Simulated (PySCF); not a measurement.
Zn(NH2)2 (H₄N₂Zn), SMILES [NH2][Zn][NH2].

Geometry optimised at TPSSh-D3(BJ)/def2-TZVP. Other conformers were not sampled.

All values below come from PySCF with TPSSh-D3(BJ)/def2-TZVP.

Frequencies are harmonic and unscaled.

```json
[
 {"mode": "1", "ν (cm⁻¹)": "160", "IR (km/mol)": "5.3", "moving atoms (share of kinetic energy)": "N 51 %, Zn 31 %, H 18 %"},
 {"mode": "2", "ν (cm⁻¹)": "163", "IR (km/mol)": "3.7", "moving atoms (share of kinetic energy)": "N 45 %, Zn 30 %, H 25 %"},
 {"mode": "3", "ν (cm⁻¹)": "212", "IR (km/mol)": "20.6", "moving atoms (share of kinetic energy)": "H 98 %"},
 {"mode": "4", "ν (cm⁻¹)": "416", "IR (km/mol)": "90.5", "moving atoms (share of kinetic energy)": "H 69 %, N 31 %"},
 {"mode": "5", "ν (cm⁻¹)": "424", "IR (km/mol)": "173.1", "moving atoms (share of kinetic energy)": "H 78 %, N 22 %"},
 {"mode": "6", "ν (cm⁻¹)": "602", "IR (km/mol)": "5.0", "moving atoms (share of kinetic energy)": "N 75 %, H 25 %"},
 {"mode": "7", "ν (cm⁻¹)": "724", "IR (km/mol)": "70.1", "moving atoms (share of kinetic energy)": "N 55 %, Zn 33 %, H 12 %"},
 {"mode": "8", "ν (cm⁻¹)": "762", "IR (km/mol)": "25.5", "moving atoms (share of kinetic energy)": "H 87 %, N 12 %"},
 {"mode": "9", "ν (cm⁻¹)": "762", "IR (km/mol)": "20.3", "moving atoms (share of kinetic energy)": "H 87 %, N 11 %"},
 {"mode": "10", "ν (cm⁻¹)": "1572", "IR (km/mol)": "17.5", "moving atoms (share of kinetic energy)": "H 91 %, N 9 %"},
 {"mode": "11", "ν (cm⁻¹)": "1574", "IR (km/mol)": "5.9", "moving atoms (share of kinetic energy)": "H 92 %, N 8 %"},
 {"mode": "12", "ν (cm⁻¹)": "3506", "IR (km/mol)": "5.7", "moving atoms (share of kinetic energy)": "H 96 %"},
 {"mode": "13", "ν (cm⁻¹)": "3507", "IR (km/mol)": "0.7", "moving atoms (share of kinetic energy)": "H 96 %"},
 {"mode": "14", "ν (cm⁻¹)": "3594", "IR (km/mol)": "7.6", "moving atoms (share of kinetic energy)": "H 92 %, N 8 %"},
 {"mode": "15", "ν (cm⁻¹)": "3594", "IR (km/mol)": "7.1", "moving atoms (share of kinetic energy)": "H 92 %, N 8 %"}
]
```
